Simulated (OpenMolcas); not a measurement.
Computed transition rates of W V

```yaml
Program: OpenMolcas
Method: "SS-CASPT2, IPEA 0.25 Eh, imaginary shift 0.1 Eh (closed shells correlated: 5s 5p)"
Basis: ANO-R3 [9s7p6d4f3g2h]
Scalar_Hamiltonian: X2C, finite nucleus
Active_space: 2 electrons in 5 orbitals (5d)
State_averaging: 2S+1 = 3 even, 10 roots; 2S+1 = 1 even, 15 roots
Spin-orbit_coupling: state interaction with AMFI integrals over the reference wave functions, term energies averaged over their components
```

Rates come from the transition moments of the reference wave functions (E1 and E2 in the length form). At fixed line strength A goes as λ^-3 for E1 and M1 and as λ^-5 for E2, so a rate at the computed wavelength can be rescaled to the measured one. Measured vacuum wavelengths follow from level energies in the list in J. Phys. B 45, 065001 (2012). Branching counts decays inside the model space alone, at computed energies, and the table is only a selection of the E2 and M1 lines, drawn from those between levels with measured partners whose computed energy lies within a factor of 1.5 of the measured one.

```
         Upper           Lower  Type  λ computed (nm)  λ measured (nm)  A computed (s-1)  A rescaled (s-1)  Branching %
       5d² ¹S₀         5d² ³P₁    M1            373.7            373.4          7.15e+01                           74.9
       5d² ¹S₀  5d² ¹D₂ [60 %]    E2            332.9            340.5          1.67e+01          1.49e+01         17.5
5d² ³P₂ [69 %]  5d² ¹D₂ [60 %]    M1             1065             1127          7.85e+00                           61.3
5d² ¹D₂ [60 %]         5d² ³F₂    M1              729            727.7          5.95e+00                           81.0
       5d² ¹S₀         5d² ³F₂    E2            228.5              232          5.00e+00                            5.2
       5d² ¹G₄         5d² ³F₄    M1            912.6            923.7          3.67e+00                           31.4
       5d² ¹S₀  5d² ³P₂ [69 %]    E2            484.4            487.9          2.24e+00                            2.3
5d² ³P₂ [69 %]         5d² ³P₁    M1             1636             1591          2.15e+00          2.34e+00         16.8
       5d² ³P₁         5d² ³P₀    M1             2722             2864          8.34e-01          7.16e-01         43.8
       5d² ³P₁         5d² ³F₂    M1            588.3            612.3          6.15e-01                           32.3
       5d² ³P₀         5d² ³F₂    E2            750.5            778.9          2.69e-01          2.23e-01        100.0
       5d² ³P₁  5d² ¹D₂ [60 %]    M1             3047             3862          2.40e-01                           12.6
       5d² ³P₁         5d² ³F₂    E2            588.3            612.3          1.71e-01          1.40e-01          9.0
5d² ³P₂ [69 %]         5d² ³F₂    M1            432.7            442.2          1.15e-01                            0.9
       5d² ¹G₄         5d² ³F₂    E2            440.2            447.5          5.93e-02                            0.5
```

Spin-changing lines and M1 lines between different terms are not rescaled, since their strength hangs on the term gaps too.

The largest correction is for 5d² ³P₁ → 5d² ³F₂ (E2): 1.71e-01 × (588.3 / 612.3)^5 = 1.40e-01 s-1, a factor of 0.82.

The computed rate and branching of 5d² ³P₀ → 5d² ³F₂ give the upper level a radiative lifetime of 1.000 / 2.69e-01 s-1 = 3.72e+00 s, counting decays inside the model space alone. The rescaled rate gives about 4.5e+00 s.

These are rates of the free ion; in crystals, glasses and complexes forced electric-dipole and non-radiative decay shorten such lifetimes by orders of magnitude. No measured rate stands beside these. Rescaling mends the energy factor alone: line strengths can still be far off where a level mixes with configurations outside the active space, and weak or spin-changing lines hang on small mixing coefficients that depend on the term gaps too, so rescaling need not improve them.

CASPT2 does not keep the components of a term degenerate, so their means are used; among the terms shown or strongly mixed into the levels shown the widest spread is 440 cm-1 (5d² ¹G). Computed and measured levels are paired by configuration, term and J; levels that our copy of the source lacks, or whose pairing is in doubt (as where it misses far off the trend of its configuration), stay unpaired. Levels of configurations outside the active space are missing.

A share in square brackets marks a mixed level and gives the weight of the term that names it.
